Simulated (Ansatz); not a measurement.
CH2N2Si, SMILES `[C-]#[N+][Si]N` (excited triplet) (charge 0, multiplicity 3). This triplet is an excited state, 2.42 eV above the relaxed singlet at the level frozen-core CCSD(T)/cc-pVTZ // PBE0-D3(BJ)/def2-TZVP (Ansatz, an electronic-structure program).

These are BLYP/cc-pVTZ // PBE0-D3(BJ)/def2-TZVP (Ansatz) values and carry that method's errors.

Ansatz 0.2 input:
```yaml
crystal:
  periodic: [false, false, false]
  atoms:
    - { symbol: C, position_ang: [2.807345, -0.327982, 0.176452] }
    - { symbol: N, position_ang: [1.704663, 0.086636, 0.17555] }
    - { symbol: Si, position_ang: [0.162063, 0.847552, 0.217564] }
    - { symbol: N, position_ang: [-1.195297, -0.122293, -0.13782] }
    - { symbol: H, position_ang: [-1.665749, -0.047937, -1.026654] }
    - { symbol: H, position_ang: [-1.813026, -0.435977, 0.594908] }
basis:
  gaussian: { orbitals: cc-pVTZ }
hamiltonian:
  xc: blyp
magnetization:
  spin_polarized: true
  initial_magnetization: 2
```

Output:

```
Functional definition: BLYP
909 factors; their error is unknown
mean field evaluation 1: about -11904.1668 eV, gradient 7.0e1 eV
mean field evaluation 2: about -11769.1695 eV, gradient 1.6e2 eV
mean field evaluation 4: about -11905.9264 eV, gradient 4.8e1 eV
mean field evaluation 8: about -11925.2009 eV, gradient 2.3e0 eV
mean field evaluation 16: about -11925.2033 eV, gradient 2.3e-3 eV
mean field -11925.20334498 eV, -438.2431397349 hartree, gradient 4.5e-6 eV, S^2 2.003674; 0 other end points of the search recorded, 0 dependent functions left out
reference -11925.20367460 eV, -438.2431518481 hartree; 19, 17 occupied and 133, 135 virtual orbitals, 909 factors
Total energy: -11925.20367460 eV, -438.2431518481 hartree
```
